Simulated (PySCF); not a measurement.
Nuclear quadrupole coupling in `CCNC/C=N/C`

Compound: C₅H₁₂N₂.
Structure used (GFN2-xTB), in Å, numbered top down from 1:
```xyz
19
C5H12N2 angstrom
C     -3.2582   -0.5598    0.4087
C     -2.1756    0.1785   -0.3654
N     -0.8780   -0.0629    0.2366
C      0.2163    0.5826   -0.4659
C      1.4992    0.3399    0.2578
N      2.5600    0.0714   -0.3538
C      3.7772   -0.1376    0.3650
H     -3.2240   -0.2717    1.4560
H     -4.2392   -0.3200    0.0069
H     -3.1093   -1.6357    0.3413
H     -2.2077   -0.1203   -1.4292
H     -2.3602    1.2568   -0.3204
H     -0.7070   -1.0645    0.2794
H      0.3212    0.2656   -1.5168
H      0.0171    1.6620   -0.4602
H      1.4314    0.4123    1.3535
H      4.1592   -1.1263    0.1087
H      4.5059    0.5986    0.0236
H      3.6617   -0.0596    1.4549
```

Field gradients from the PBE0/pcSseg-1 density (PySCF, non-relativistic), principal values in atomic units, ordered |Vxx| ≤ |Vyy| ≤ |Vzz|:

```json
{"atom": "N3", "Vxx": "0.5655", "Vyy": "0.6622", "Vzz": "-1.2277"}
{"atom": "N6", "Vxx": "0.3626", "Vyy": "0.7601", "Vzz": "-1.1227"}
```

Task: Find the asymmetry η = (Vxx − Vyy)/Vzz and the couplings χ = eQV/h (234.96 MHz × Q in barn × V in au), with Q(14N) = 0.02044 b.

Result: 
```tsv
atom	environment	nucleus	η	χzz (MHz)	χxx (MHz)	χyy (MHz)
N3	secondary amine nitrogen	14N	0.08	-5.90	2.72	3.18
N6	imine nitrogen	14N	0.35	-5.39	1.74	3.65
```

The tensor is traceless: Vxx + Vyy + Vzz = 0.

Task: What is Vzz at N3 in SI units (1 au = 9.71736 × 10²¹ V/m²)?

Result: -1.2277 au = -11.930 × 10²¹ V/m².

Task: And the gradient at the other heavy atoms, for which no coupling is worked out here?

Result: 
```json
{"atom": "C1", "environment": "methyl carbon", "Vzz (au)": "0.055", "η": "0.59"}
{"atom": "C2", "environment": "sp3 carbon bound to nitrogen", "Vzz (au)": "0.192", "η": "0.26"}
{"atom": "C4", "environment": "sp3 carbon bound to nitrogen", "Vzz (au)": "0.176", "η": "0.39"}
{"atom": "C5", "environment": "imine carbon", "Vzz (au)": "0.368", "η": "0.30"}
{"atom": "C7", "environment": "N-methyl carbon", "Vzz (au)": "0.206", "η": "0.01"}
```

Task: What couplings would deuterons (Q(2H) = 0.00286 b) have in place of the hydrogens, at this geometry?

Result: 
```csv
atom,bonded to,bond length (Å),Vzz (au),η,χzz (kHz)
H8,C1,1.087,0.3155,0.02,212
H9,C1,1.087,0.3173,0.02,213
H10,C1,1.088,0.3144,0.03,211
H11,C2,1.105,0.2767,0.05,186
H12,C2,1.095,0.2947,0.05,198
H13,N3,1.017,0.3877,0.19,261
H14,C4,1.103,0.2794,0.04,188
H15,C4,1.098,0.2909,0.04,196
H16,C5,1.100,0.2857,0.04,192
H17,C7,1.091,0.3060,0.04,206
H18,C7,1.091,0.3057,0.04,205
H19,C7,1.099,0.2888,0.07,194
```

Geometry: GFN2-xTB, one conformer, isolated molecule. GFN2-xTB bond lengths can be off by several hundredths of an ångström, more for odd bonds, and the gradients follow them. The small basis limits the accuracy of the gradients.

These values come from a run that also computed NMR shieldings. Time: 47 s of wall time (with the writing of density and orbital grids); peak memory 0.81 GiB. Hardware: Arm Neoverse N1, one thread, on a shared host.
